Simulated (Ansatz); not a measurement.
CH4F2Ge (SMILES [CH3][GeH]([F])[F]), singlet, geometry from GFN2-xTB; CASSCF(4,4)/STO-3G (Ansatz, a program for electronic structure).

Input for Ansatz:
Ansatz 0.2 input:
```yaml
crystal:
  periodic: [false, false, false]
  atoms:
    - {symbol: Ge, position_ang: [0.12002228, -0.04897368, 0.27390762]}
    - {symbol: C, position_ang: [-1.83877843, -0.17319069, 0.13228509]}
    - {symbol: F, position_ang: [0.81495041, -1.12060252, -0.90789527]}
    - {symbol: F, position_ang: [0.60767291, 1.50089768, -0.34901879]}
    - {symbol: H, position_ang: [0.99135090, -0.23763437, 1.48193320]}
    - {symbol: H, position_ang: [-2.18548960, -1.15548398, 0.43736749]}
    - {symbol: H, position_ang: [-2.31568634, 0.58512089, 0.74530998]}
    - {symbol: H, position_ang: [-2.10182732, -0.00835709, -0.91113870]}
basis:
  gaussian:
    orbitals: STO-3G
hamiltonian:
  xc: hf
magnetization: {spin_polarized: false}
correlation: {active_space: {window: {electrons: 4, orbitals: 4}}}
```

Task: What does Ansatz print? Leave out banner, timings and long lists.

Result: 
```
Functional definition: HF
454 factors; integrals over basis functions are off by at most 2.8e-5 eV
mean field evaluation 1: about -62245.6844 eV, gradient 2.3e1 eV
mean field evaluation 2: about -62245.7590 eV, gradient 2.3e1 eV
mean field evaluation 4: about -62248.6965 eV, gradient 1.8e0 eV
mean field evaluation 8: about -62248.7195 eV, gradient 3.5e-2 eV
mean field -62248.71952738 eV, -2287.5982489337 hartree, gradient 3.0e-6 eV, S^2 0.000000; 0 other end points of the search recorded, 0 dependent functions left out
reference -62248.71952738 eV, -2287.5982489337 hartree; 30, 30 occupied and 7, 7 virtual orbitals, 454 factors
state -62249.74806628 eV, -2287.6360470409 hartree
Total energy: -62249.74806628 eV, -2287.6360470409 hartree
```
